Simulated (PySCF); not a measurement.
CH₇ClN₂Si, SMILES NC[Si@@H](N)Cl.

Geometry: B3LYP-D3(BJ)/def2-SVP. The structure was generated by enumeration; whether it is a known compound was not checked. One conformer was computed; it need not be the lowest.

The numbers are results of TDA-LC-ωPBE/def2-SVPD run with PySCF, not measurements.

Vertical excitations. Gas-phase values at a fixed geometry.

Question: List the lowest excited states. (The exact figures need the calculation; the answer reports its results.)

Answer: 
```tsv
state	energy (eV)	λ (nm)	f	main pairs
S1	6.61	188	0.025	HOMO→LUMO+1 58 %, HOMO→LUMO 26 %
S2	7.52	165	0.011	HOMO−1→LUMO 38 %, HOMO→LUMO 22 %, HOMO→LUMO+1 11 %
S3	7.59	163	0.055	HOMO−1→LUMO 35 %, HOMO→LUMO 25 %, HOMO→LUMO+1 11 %
S4	7.76	160	0.069	HOMO→LUMO+2 67 %
S5	8.18	151	0.037	HOMO→LUMO+3 63 %, HOMO→LUMO+11 11 %
S6	8.41	147	0.014	HOMO→LUMO+4 31 %, HOMO→LUMO+6 14 %, HOMO−2→LUMO+1 7 %, HOMO→LUMO+7 7 %
S7	8.63	144	0.098	HOMO−1→LUMO+1 42 %, HOMO−1→LUMO+2 14 %
S8	8.81	141	0.081	HOMO−2→LUMO+1 25 %, HOMO→LUMO+7 21 %, HOMO→LUMO+5 8 %, HOMO→LUMO+11 8 %
S9	8.87	140	0.019	HOMO→LUMO+5 20 %, HOMO→LUMO+11 12 %, HOMO−2→LUMO+1 9 %, HOMO→LUMO+6 8 %
S10	8.92	139	0.001	HOMO−1→LUMO+3 41 %, HOMO−1→LUMO+10 22 %
T1	6.20	200	0	HOMO→LUMO+1 61 %, HOMO→LUMO 19 %
T2	7.05	176	0	HOMO−1→LUMO 65 %
T3	7.19	172	0	HOMO→LUMO 37 %, HOMO→LUMO+2 15 %, HOMO→LUMO+10 12 %, HOMO→LUMO+1 9 %
T4	7.35	169	0	HOMO→LUMO+2 48 %, HOMO→LUMO 10 %, HOMO→LUMO+5 8 %, HOMO→LUMO+6 7 %
```
Triplets are in the Tamm–Dancoff approximation.
